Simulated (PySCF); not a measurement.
## C₆ coefficients of unlike pairs at UHF

Calculated with PySCF 2.14 from the dipole response of each species, C₆(A,B) = (3/π) ∫ α_A(iu) α_B(iu) du, in atomic units, from isotropic polarisabilities. For ions this is the dispersion term alone; charge-induced terms of lower order in 1/R come first.

| species | configuration | basis | relativity | α (bohr³) | C₆ (like pair) |
| --- | --- | --- | --- | --- | --- |
| O²⁺ | [He] 2s2 2p2 (3P) | dyall-av3z (15s9p3d2f) | none | 1.803 | 2.355 |
| F⁻ | [Ne] (1S) | aug-cc-pVQZ with one added diffuse shell each of s, p, d, f, g type (7s6p5d4f3g) | none | 10.56 | 40.43 |
| F³⁺ | [He] 2s2 2p2 (3P) | aug-cc-pVQZ with one added diffuse shell each of s, p, d, f, g type (7s6p5d4f3g) | none | 0.9810 | 0.8729 |
| Cl³⁺ | [Ne] 3s2 3p2 (3P) | aug-cc-pV(5+d)Z (8s7p6d4f3g2h) | none | 4.512 | 12.32 |

Problem. Estimate C₆ for F³⁺ with O²⁺.

Solution. The integral gives 1.425. The combination rule 2 C_A C_B / (C_A α_B/α_A + C_B α_A/α_B) gives 1.425 and the geometric mean 1.434.

No spin-orbit coupling is included.

The other pairs:

| pair | C₆ |
| --- | --- |
| F⁻, O²⁺ | 9.377 |
| Cl³⁺, O²⁺ | 5.328 |
| Cl³⁺, F³⁺ | 3.173 |
| Cl³⁺, F⁻ | 21.97 |
| F³⁺, F⁻ | 5.518 |
